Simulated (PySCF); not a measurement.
# Os²⁺ (osmium, charge +2): LDA calculation

Configuration: [Xe] 4f14 5d5 6p1, high-spin 7P determinant (an excited configuration). Calculation: PySCF 2.14, in aug-cc-pVQZ-PP with ECP60MDF (7s7p6d4f3g2h, 135 functions); scalar relativity through the core potential.

```json
{
 "Total energy": "-89.3628 hartree",
 "One-electron energy": "-143.0063 hartree",
 "Hartree (Coulomb) energy": "62.2595 hartree",
 "Exchange-correlation energy": "-8.6160 hartree",
 "⟨S²⟩": "12.0002",
 "⟨L²⟩": "2.011",
 "Sum of ⟨r⟩": "20.64 bohr",
 "Sum of ⟨r²⟩": "38.39 bohr²",
 "Traceless quadrupole moment −½Σ⟨3z² − r²⟩ along its main axis": "-4.24 e·bohr²"
}
```

```json
{"shell": "5s α", "electrons": "1", "mean orbital energy (hartree)": "-4.17262", "spread (hartree)": "0", "rms radius, mean of both spins (bohr)": "1.08"}
{"shell": "5s β", "electrons": "1", "mean orbital energy (hartree)": "-4.05433", "spread (hartree)": "0", "rms radius, mean of both spins (bohr)": "1.08"}
{"shell": "5p α", "electrons": "3", "mean orbital energy (hartree)": "-2.70551", "spread (hartree)": "0.01203", "rms radius, mean of both spins (bohr)": "1.25"}
{"shell": "5p β", "electrons": "3", "mean orbital energy (hartree)": "-2.57310", "spread (hartree)": "0.01615", "rms radius, mean of both spins (bohr)": "1.25"}
{"shell": "5d α", "electrons": "5", "mean orbital energy (hartree)": "-1.02964", "spread (hartree)": "0.01369", "rms radius, mean of both spins (bohr)": "1.77"}
{"shell": "6p α", "electrons": "1", "mean orbital energy (hartree)": "-0.59752", "spread (hartree)": "0", "rms radius, mean of both spins (bohr)": "3.31"}
```

Energies and moments cover only the electrons outside the core potential. Spin-orbit coupling, absent here, splits the open shell strongly.
